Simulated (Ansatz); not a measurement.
C2HCl2, doublet, geometry from GFN2-xTB; B3LYP5/6-31G** (Ansatz, a quantum-chemistry and plane-wave program).

Here is a job for Ansatz.
Ansatz 0.2 input:
```yaml
crystal:
  periodic: [false, false, false]
  atoms:
    - {symbol: Cl, position_ang: [2.16004770, 0.00055285, 0.03645123]}
    - {symbol: C, position_ang: [0.53545126, -0.22134976, 0.00050663]}
    - {symbol: C, position_ang: [-0.54111876, 0.50801697, 0.01043703]}
    - {symbol: Cl, position_ang: [-2.12326455, -0.19554406, -0.04333977]}
    - {symbol: H, position_ang: [-0.59130846, 1.59484734, 0.05144322]}
basis:
  gaussian:
    orbitals: 6-31G__.json
hamiltonian:
  xc: b3lyp5
magnetization: {spin_polarized: true, initial_magnetization: 1}
accuracy: high
```
The basis file holds 6-31G** in the JSON format of the Basis Set Exchange.

**Question.** Write the output that Ansatz gives for this input, abridged.

**Answer.** 
```
Functional definition: B3LYP5
1504 factors; integrals over basis functions are off by at most 9.4e-9 eV
mean field evaluation 1: about -27124.4289 eV, gradient 2.4e1 eV
mean field evaluation 2: about -27122.0972 eV, gradient 3.2e1 eV
mean field evaluation 4: about -27127.3606 eV, gradient 2.3e0 eV
mean field evaluation 8: about -27127.4403 eV, gradient 1.2e-1 eV
mean field evaluation 16: about -27127.4407 eV, gradient 5.2e-4 eV
mean field -27127.44065074 eV, -996.9150562750 hartree, gradient 2.9e-8 eV, S^2 0.760729; 0 other end points of the search recorded, 0 dependent functions left out
reference -27127.44068551 eV, -996.9150575526 hartree; 24, 23 occupied and 49, 50 virtual orbitals, 1504 factors
Total energy: -27127.44068551 eV, -996.9150575526 hartree
```
